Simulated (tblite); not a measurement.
C3H8AlFO.
Bonds: C1–C2, C2–C3, C2–O4, O4–Al5, Al5–F6. Hydrogens: H7, H8, H9 on C1; H10 on C2; H11, H12, H13 on C3; H14 on Al5.

Computed with GFN2-xTB (tblite), gas phase: L-BFGS steps from a force-field or distance-geometry start until the largest atomic force falls under 0.01 eV/Å.

Step 31: E = -558.7750 eV
```
atom  x, y, z in Å  |  force x, y, z in eV/Å
C1     -1.5214    0.6281    0.0926    0.021  -0.048   0.074
C2     -0.4110   -0.2055    0.7470   -0.013  -0.034  -0.015
C3     -0.3261   -1.5897    0.1088    0.005   0.023   0.028
O4      0.8240    0.4517    0.6126   -0.072  -0.003   0.041
Al5     2.2818    1.1755    0.4478   -0.022   0.057  -0.028
F6      2.5482    2.8075    0.4958   -0.022  -0.081  -0.009
H7     -1.6960    0.2954   -0.9304    0.067   0.137   0.060
H8     -1.2045    1.6671    0.0886   -0.085   0.060  -0.048
H9     -2.4548    0.5502    0.6432    0.011  -0.065   0.021
H10    -0.6000   -0.3137    1.8257   -0.027   0.046  -0.070
H11     0.5587   -2.1104    0.4676    0.021   0.026  -0.046
H12    -0.2669   -1.4674   -0.9722    0.080  -0.160   0.064
H13    -1.2010   -2.1828    0.3638   -0.038   0.067  -0.059
H14     3.4683    0.2936    0.2670    0.074  -0.023  -0.015
```

Step 32: E = -558.7781 eV
```
atom  x, y, z in Å  |  force x, y, z in eV/Å
C1     -1.5185    0.6296    0.0943    0.022  -0.002   0.063
C2     -0.4157   -0.2072    0.7526    0.048  -0.010  -0.003
C3     -0.3232   -1.5877    0.1119    0.006  -0.022   0.013
O4      0.8208    0.4490    0.6288    0.035   0.062   0.018
Al5     2.2800    1.1748    0.4511   -0.165  -0.098  -0.044
F6      2.5428    2.8028    0.4797    0.003   0.033   0.007
H7     -1.6843    0.3099   -0.9320    0.069   0.083  -0.009
H8     -1.2027    1.6687    0.0984   -0.082   0.073  -0.020
H9     -2.4561    0.5455    0.6330   -0.039  -0.057   0.059
H10    -0.6106   -0.3160    1.8291   -0.044   0.031  -0.036
H11     0.5610   -2.1072    0.4710    0.039   0.013  -0.006
H12    -0.2550   -1.4653   -0.9666    0.075  -0.124  -0.008
H13    -1.1970   -2.1855    0.3544   -0.069   0.049  -0.028
H14     3.4579    0.2881    0.2523    0.102  -0.032  -0.007
```

Step 33: E = -558.7806 eV
```
atom  x, y, z in Å  |  force x, y, z in eV/Å
C1     -1.5156    0.6312    0.0969   -0.025   0.034   0.019
C2     -0.4193   -0.2089    0.7577    0.061   0.011  -0.003
C3     -0.3206   -1.5863    0.1149    0.011  -0.056  -0.019
O4      0.8167    0.4474    0.6426    0.056   0.068   0.016
Al5     2.2741    1.1715    0.4562   -0.079  -0.079  -0.094
F6      2.5388    2.8008    0.4646   -0.002   0.000   0.023
H7     -1.6723    0.3239   -0.9341    0.071   0.042  -0.027
H8     -1.2021    1.6712    0.1066   -0.080   0.068   0.019
H9     -2.4587    0.5407    0.6248   -0.039  -0.047   0.064
H10    -0.6196   -0.3182    1.8319   -0.059   0.012   0.003
H11     0.5639   -2.1041    0.4742    0.042  -0.003   0.033
H12    -0.2432   -1.4650   -0.9622    0.063  -0.086  -0.049
H13    -1.1947   -2.1872    0.3457   -0.079   0.035   0.000
H14     3.4517    0.2826    0.2381    0.057   0.001   0.016
```

Step 34: E = -558.7838 eV
```
atom  x, y, z in Å  |  force x, y, z in eV/Å
C1     -1.5129    0.6335    0.0998   -0.041   0.079  -0.018
C2     -0.4208   -0.2100    0.7611    0.057   0.046   0.000
C3     -0.3174   -1.5861    0.1172    0.015  -0.067  -0.030
O4      0.8150    0.4462    0.6548    0.069   0.072  -0.006
Al5     2.2702    1.1692    0.4513   -0.054  -0.133  -0.079
F6      2.5321    2.7972    0.4550    0.010   0.040   0.019
H7     -1.6620    0.3393   -0.9351    0.066  -0.003  -0.061
H8     -1.2049    1.6762    0.1147   -0.075   0.032   0.064
H9     -2.4591    0.5338    0.6201   -0.048  -0.035   0.064
H10    -0.6304   -0.3175    1.8332   -0.041  -0.015   0.020
H11     0.5676   -2.1015    0.4781    0.025  -0.021   0.071
H12    -0.2302   -1.4696   -0.9587    0.051  -0.036  -0.088
H13    -1.1939   -2.1866    0.3373   -0.072   0.017   0.028
H14     3.4459    0.2755    0.2292    0.038   0.023   0.016
```

Problem. Estimate the geometry and energy of step 35. (The exact step hangs on the optimiser's Hessian estimate; all steps are aligned on step 34, rigid shifts and turns removed.)

Solution. E = -558.7871 eV, largest force 0.125 eV/Å
```
atom  x, y, z in Å  |  force x, y, z in eV/Å
C1     -1.5106    0.6372    0.1023   -0.063   0.080  -0.050
C2     -0.4213   -0.2103    0.7650    0.012   0.056  -0.012
C3     -0.3133   -1.5870    0.1191    0.005  -0.038  -0.038
O4      0.8144    0.4454    0.6697    0.036   0.052  -0.031
Al5     2.2660    1.1650    0.4419    0.020  -0.096  -0.043
F6      2.5250    2.7953    0.4451    0.009  -0.003   0.008
H7     -1.6496    0.3568   -0.9383    0.061  -0.031  -0.045
H8     -1.2103    1.6831    0.1259   -0.069  -0.008   0.104
H9     -2.4600    0.5243    0.6165   -0.019  -0.016   0.025
H10    -0.6457   -0.3167    1.8350    0.006  -0.040   0.007
H11     0.5720   -2.0996    0.4844   -0.014  -0.034   0.096
H12    -0.2146   -1.4752   -0.9568    0.034   0.009  -0.075
H13    -1.1946   -2.1856    0.3286   -0.027   0.015   0.044
H14     3.4419    0.2670    0.2197    0.009   0.052   0.010
```

The energy changes by -0.0033 eV. The first-order estimate −F·Δx gives -0.0049 eV and the mean of the old and new forces, exact on a quadratic surface, -0.0033 eV. The step makes an angle of 72° with the force vector and moves no atom by more than 0.022 Å.

The cost below is that of the whole relaxation. The run took 0.71 s wall on one thread of an Arm Neoverse N1, on a shared host.
